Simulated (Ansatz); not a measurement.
C2H6BFO, SMILES B(OCC)F.

Coordinates come from a B3LYP-D3(BJ)/def2-SVP optimisation. The structure was generated by enumeration, and PubChem lists no compound with its InChIKey, so it may never have been made. One conformer was computed; it need not be the lowest.

Two levels are set side by side: PBE/def2-SVPD (Ansatz, a quantum-chemistry and plane-wave program) and CAM-B3LYP/def2-SVPD (Ansatz). Energy differences of separate SCF runs at the same geometry; the states with an electron removed or added have multiplicity 2 and 2. Differences are taken from unrounded values.

```
quantity                             PBE
---------------------------------  -----
vertical ionisation energy (eV)    11.09
vertical singlet–triplet gap (eV)   7.02
```

Task: These are the PBE values. What does CAM-B3LYP give? (The exact figures need the calculation; the answer reports its results.)

Result: 
```tsv
quantity	CAM-B3LYP	PBE minus CAM-B3LYP
vertical ionisation energy (eV)	11.74	-0.64
vertical singlet–triplet gap (eV)	7.73	-0.70
```
